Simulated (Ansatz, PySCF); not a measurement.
Noncovalent pair: NH3 (SMILES N) (first 4 atoms) with CHN (SMILES C#N); geometry from B3LYP-D3(BJ)/def2-TZVP, rigid monomers moved along the line of their centres of mass till N1···H7 is 2.90 Å.
(charge 0, multiplicity 1):
```xyz
7

N     -0.31428     0.02624     0.01269
H     -1.18800     0.43655    -0.29924
H      0.43631     0.58911    -0.37308
H     -0.24709    -0.89373    -0.40943
C     -0.11464    -0.15503     3.99095
N     -0.05857    -0.20588     5.13613
H     -0.16809    -0.10669     2.90699
```

Interaction energies are E(AB) − E(A) − E(B) at the monomers' geometry in the complex; basis-set methods are counterpoise corrected. Rows marked so take none.

Frozen-core correlation. CBS(a, b) extrapolates the correlation energy as X⁻³ and adds the Hartree–Fock energy of set b. Rows in 6-31G* carry no dispersion term and start afresh at each structure (6-31G* with six Cartesian d functions).

Codes used: Ansatz (Gaussian orbitals); PySCF for 6-31G* rows. Each number belongs to the level named beside it.

What is the computed interaction energy (PBE/def2-TZVPPD)?

-4.1 kcal/mol

Ansatz is a program for electronic structure.
